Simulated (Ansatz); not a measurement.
A made-up structure of GeH$_{2}$SO, closed shell:

O1  (-0.114, -0.421, 1.375)
S2  (1.397, -0.949, 0.641)
Ge3  (-0.144, 0.188, -0.324)
H4  (2.560, -1.589, 0.935)
H5  (0.006, 1.700, -0.458)
(Å)

It is relaxed with PBE-D4/def2-SVP and then PBE0-D4/def2-TZVP (Ansatz 0.2.0). Atoms count as bonded within 1.22 times the sum of their covalent radii (H–H: 0.88 Å). The end point is not checked to be a true minimum.

Question: Does its bonding change? (A judgement: the text doesn't fix the answer.)

Answer: The calculation gives: No: no bond forms or breaks.

Where it ends: The first stage lowers the energy by 3.48 eV in 12 steps. It ends as GeH₂SO ([O]1[SH][GeH]1):
O1  (-0.036, -0.667, 1.320)
S2  (1.191, -1.397, 0.559)
Ge3  (-0.350, 0.166, -0.401)
H4  (2.206, -0.523, 0.784)
H5  (0.694, 1.350, -0.093)
(Å)

Labels in which every atom is bracketed show which atoms are joined, not bond orders.

For scale, one of the runs: PBE0-D4/def2-TZVP relaxation, 128 basis functions, launched by `ansatz run in.yaml --threads 2 --pin off --events-out ev --progress --plain --max-ram 4352MiB`. The run took about 18 s on 2 CPU threads of an Arm Neoverse V1 (shared host).
